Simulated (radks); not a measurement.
Coulomb parameter of the 4f shell of the neodymium ion Nd+ in the model configuration [Xe] 4f3 5d1 6s1, as a second difference U = [E(n + 0.5) + E(n - 0.5) - 2 E(n)] / (0.5)^2 with all orbitals relaxed. "Bare": the charge of the atom changes with n. "Screened": the 5d shell takes up the change at fixed total charge, which measures U(4f,4f) + U(5d,5d) - 2 U(4f,5d). Calculated with a radial shooting solver on a logarithmic mesh with Libxc functionals: Dirac Kohn-Sham, LDA (Slater exchange, Perdew-Wang correlation), spin-unpolarised, spherical densities, finite nucleus; open shells are shared between the two j in proportion to 2j + 1; Fermi nuclear charge, rms radius 4.9123 fm.

case                  configuration  E - E(n) (eV)
start              [Xe] 4f3 5d1 6s1          0.000
bare +0.5        [Xe] 4f3.5 5d1 6s1         -4.864
bare -0.5        [Xe] 4f2.5 5d1 6s1          8.543
screened +0.5  [Xe] 4f3.5 5d0.5 6s1         -1.678
screened -0.5  [Xe] 4f2.5 5d1.5 6s1          2.842

U(bare) = 14.716 eV, U(screened by 5d) = 4.659 eV, against the Slater integral F0(4f,4f) = 25.470 eV with frozen orbitals.
